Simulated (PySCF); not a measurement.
# Orbital picture of LiSn

LC-ωPBE at R = 2.590 Å; basis Li def2-SVPD, Sn def2-SVPD with ECP28; scalar-relativistic core potentials; PySCF 2.14. State: ⁴Σ⁻ (quartet), unpaired electrons σ ↑, π ↑↑. Only the outer orbitals are listed, counted within each symmetry, core potentials removing the inner ones.

| spin | orbital | occ. | ε (eV) | on Li (%) | main shells (%) |
| --- | --- | --- | --- | --- | --- |
| α | 5σ | 1 | -14.98 | 4 | 96 Sn s |
| α | 6σ | 1 | -7.43 | 20 | 77 Sn p, 15 Li s |
| α | 3π | 1 | -6.49 | 8 | 91 Sn p, 8 Li p |
| α | 3π | 1 | -6.49 | 8 | 91 Sn p, 8 Li p |
| α | 7σ | 0 | -0.41 | 89 | 48 Li s, 41 Li p |
| α | 4π | 0 | 1.02 | 94 | 94 Li p |
| α | 4π | 0 | 1.02 | 94 | 94 Li p |
| β | 5σ | 1 | -11.79 | 3 | 96 Sn s |
| β | 6σ | 0 | -0.56 | 89 | 72 Li s, 17 Li p, 12 Sn p |
| β | 3π | 0 | 0.43 | 76 | 76 Li p, 26 Sn p |
| β | 3π | 0 | 0.43 | 76 | 76 Li p, 26 Sn p |

Task: Which are the highest filled and the lowest empty level, where do they sit, and how wide is the gap?

Result: Highest filled α 3π at -6.49 eV (in %: 91 Sn p, 8 Li p); lowest empty β 6σ at -0.56 eV (in %: 72 Li s, 17 Li p, 12 Sn p); the gap at LC-ωPBE is 5.93 eV.

- bond order (Mayer): 0.72
- ⟨S²⟩: 3.757
- charge on Li (Mulliken, basis-dependent): 0.57
- charge on Li (Löwdin, basis-dependent): 0.27
- dipole moment (positive dipole means Li(−)Sn(+)): -6.31 D

Spin–orbit coupling is left out. The state was picked by a PBE0 search and need not be the measured ground state.
